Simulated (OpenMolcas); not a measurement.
Re3+ (d4) among equal point charges was computed by CASSCF with the d shell active (OpenMolcas, ANO-RCC-VDZP on the metal). Its lowest spin-free states, and all those of the highest spin:

```tsv
2S+1	Degeneracy	E (cm-1)
5	1	0.0
5	1	4432
3	1	9350
5	2	10861
3	2	11414
5	1	13140
3	1	16838
1	1	17625
3	1	18167
3	2	18302
1	1	18646
3	1	18677
```

Is the site octahedral, tetrahedral or cube-like, axial, or of lower symmetry?

The states with 2S+1 = 5 have orbital degeneracies 1, 1, 2, 1. There are pairs but no triples, so the site is axial: not cubic, but with a proper or improper axis of order three or more. The run had Re3+ among 6 point charges of -1.7 e arranged as a tetragonal octahedron (D4h), 2.24 Å from the ion, with the axial distance 2.083 Å.

Spin-orbit coupling mixes the spin-free states strongly: the lowest level takes only 47 % from its leading state, 5A1. Without dynamic correlation the repulsion within the d shell is too large (B by tens of per cent), so at a given field states of lower spin stand too high. This shell can be high or low spin here, a state of another spin lies low, and with metal d orbitals alone active their balance is uncertain, so the ground spin may be wrong. Point charges give a weaker field than real ligands, and real ions of this kind are as a rule low spin; the high spin found here belongs to the model. Point charges carry no covalency, so the field is a model and not that of real ligands. No measured value stands beside these numbers.
